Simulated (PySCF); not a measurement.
## Two-component Hartree-Fock for Ge (germanium, neutral)

Start: [Ar] 3d10 4s1 4p2 5s1; 4s1/2 filled at m_j = +1/2; 4p3/2 filled at m_j = +1/2, +3/2; 5s1/2 filled at m_j = +1/2. Calculated with PySCF 2.14 in x2c-TZVPall-2c with one added diffuse shell each of s, p, d type (7s8p5d1f, 63 functions): generalised Hartree-Fock with the X2C-1e Hamiltonian and a Gaussian nucleus; one run each with spin-orbit coupling (SO) switched off, then screened by Boettger's factors. This is a chosen level, not necessarily the ground level.

```
spinor shell  electrons  ε, spin-free (eV)  ε, screened SO (eV)  weight of nominal j (screened SO)  rms radius, screened SO (bohr)
       1s1/2          2           -11184.7             -11184.5                              1.000                          0.0542
       2s1/2          2            -1459.2              -1459.2                              1.000                           0.227
       2p1/2          2            -1271.1              -1293.0                              1.000                           0.201
       2p3/2          4            -1271.1              -1260.6                              1.000                           0.204
       3s1/2          2            -206.68              -206.71                              1.000                           0.668
       3p1/2          2            -147.05              -150.15                              0.997                           0.693
       3d3/2          4            -48.816              -49.245                              0.963                           0.811
       3d5/2          6            -48.816              -48.587                              0.975                           0.812
       4s1/2          1            -22.885              -22.894                              0.999                            2.20
       4p3/2          2            -12.037              -12.006                              0.819                            2.77
       5s1/2          1             -2.946               -2.951                              0.999                            5.82
```

(1) Where does 3p3/2 lie, and what is the 3p spin-orbit splitting (screened SO)?

```tsv
quantity	spin-free	screened SO
E (hartree)	-2096.66128	-2096.73575
M_J	3	3
⟨J²⟩	12.012	12.012
⟨L²⟩	2.010	2.016
⟨S²⟩	6.002	6.000
```

Each row is a mean over spinors that exchange with the open shell spreads, by up to 0.847 eV (3s1/2).

Rows whose weight is well below 1 are mixtures of j = l ± 1/2: exchange outweighs spin-orbit coupling there, and the label is only the starting occupation.

Without spin-orbit coupling the j labels of p, d and f shells carry no meaning; the spin-free column gives the mean over the occupied spinors of each nl shell.

Results:

(1) At -145.61 eV, 4.534 eV above 3p1/2.
